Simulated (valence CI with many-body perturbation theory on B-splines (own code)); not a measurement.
Which ion has this spectrum?

A relativistic CI+MBPT calculation for an atom or ion with 5 electrons gives these levels (× 10³ cm⁻¹):

```
  J  Parity       E     g
1/2     odd    0.00  0.63
1/2    even  1632.3  2.10
3/2     odd  5319.5  1.31
3/2    even  6458.9  1.64
5/2    even  6749.1  1.33
1/2    even  7214.9  1.25
3/2    even  7226.2  0.97
3/2     odd  8944.9  1.33
5/2    even   11924  1.42
1/2    even   12627  1.91
3/2    even   12635  1.18
3/2     odd   13954  1.44
5/2     odd   14127  1.17
1/2     odd   14493  0.63
```

The energies are calculated, and their last digits are not significant.

(1) Which is it?
A. Pr54+
B. Sm57+
C. Pm56+
D. Eu58+

Answers

(1) B. Sm57+, ground level (2s^2 2p1/2) J=1/2.
